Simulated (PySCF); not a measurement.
Molfile (atoms numbered from 1):
```
C4H15BP2
     RDKit          3D

 22 21  0  0  0  0  0  0  0  0999 V2000
   -1.0121   -1.3967   -0.8408 B   0  0  0  0  0  0  0  0  0  0  0  0
   -0.3134   -0.3247    0.5721 P   0  0  1  0  0  0  0  0  0  0  0  0
   -0.9114   -0.8099    2.2199 C   0  0  0  0  0  0  0  0  0  0  0  0
    1.5122   -0.3494    0.7318 C   0  0  0  0  0  0  0  0  0  0  0  0
    2.2349    0.1358   -0.5164 C   0  0  0  0  0  0  0  0  0  0  0  0
   -0.7690    1.4423    0.4018 C   0  0  0  0  0  0  0  0  0  0  0  0
   -0.0677    2.5797    1.7052 P   0  0  0  0  0  0  0  0  0  0  0  0
   -0.5558   -0.9360   -1.8793 H   0  0  0  0  0  0  0  0  0  0  0  0
   -0.6250   -2.5327   -0.5910 H   0  0  0  0  0  0  0  0  0  0  0  0
   -2.2269   -1.2612   -0.7472 H   0  0  0  0  0  0  0  0  0  0  0  0
   -0.5859   -1.8413    2.4177 H   0  0  0  0  0  0  0  0  0  0  0  0
   -2.0108   -0.7939    2.2139 H   0  0  0  0  0  0  0  0  0  0  0  0
   -0.5352   -0.1422    3.0086 H   0  0  0  0  0  0  0  0  0  0  0  0
    1.7680   -1.4012    0.9427 H   0  0  0  0  0  0  0  0  0  0  0  0
    1.8012    0.2333    1.6234 H   0  0  0  0  0  0  0  0  0  0  0  0
    2.0181    1.1946   -0.7280 H   0  0  0  0  0  0  0  0  0  0  0  0
    3.3242    0.0419   -0.3945 H   0  0  0  0  0  0  0  0  0  0  0  0
    1.9365   -0.4495   -1.3981 H   0  0  0  0  0  0  0  0  0  0  0  0
   -1.8687    1.4712    0.4755 H   0  0  0  0  0  0  0  0  0  0  0  0
   -0.5175    1.7473   -0.6252 H   0  0  0  0  0  0  0  0  0  0  0  0
    1.2098    2.7894    1.1009 H   0  0  0  0  0  0  0  0  0  0  0  0
   -0.6071    3.7917    1.1777 H   0  0  0  0  0  0  0  0  0  0  0  0
  2  1  1  6
  2  3  1  0
  2  4  1  0
  4  5  1  0
  2  6  1  0
  6  7  1  0
  1  8  1  0
  1  9  1  0
  1 10  1  0
  3 11  1  0
  3 12  1  0
  3 13  1  0
  4 14  1  0
  4 15  1  0
  5 16  1  0
  5 17  1  0
  5 18  1  0
  6 19  1  0
  6 20  1  0
  7 21  1  0
  7 22  1  0
M  CHG  2   1  -1   2   1
M  END
```

Geometry: PBE0-D3(BJ)/def2-SVP; GIAO absolute shieldings from PySCF 2.14, gas phase, non-relativistic, averaged over equivalent atoms.

At B97-2/pcSseg-1 (208 basis functions, 55 s wall time on 1 thread of an Arm Neoverse N1, shared host):
```tsv
atoms	σ (ppm)
B1	146.8
P2	320.3
P7	496.5
C4	163.2
C3	172.7
C6	173.3
C5	174.7
H21/H22	28.33
H20	29.15
H15	30.03
H11/H12/H13	30.15
H14	30.20
H16/H17/H18	30.25
H19	30.42
H8/H9/H10	30.64
```

**Question.** Predict the values at PBE0/pcSseg-1 on the same geometry.

**Answer.** 
```
      atoms  σ at PBE0/pcSseg-1  change
         B1               147.3    +0.5
         P2               318.5    -1.8
         P7               500.6    +4.1
         C4               164.2    +1.0
         C3               173.6    +0.9
         C6               174.6    +1.3
         C5               176.2    +1.5
    H21/H22               28.19   -0.14
        H20               29.05   -0.10
        H15               29.94   -0.09
H11/H12/H13               30.06   -0.09
        H14               30.11   -0.09
H16/H17/H18               30.17   -0.08
        H19               30.33   -0.09
  H8/H9/H10               30.50   -0.14
```

The largest change is at P7 (phosphorus bonded to C, 2 H). Cost: 208 basis functions, 77 s wall time on 1 thread of an Arm Neoverse N1, shared host. The order of the carbon signals is the same at both levels.
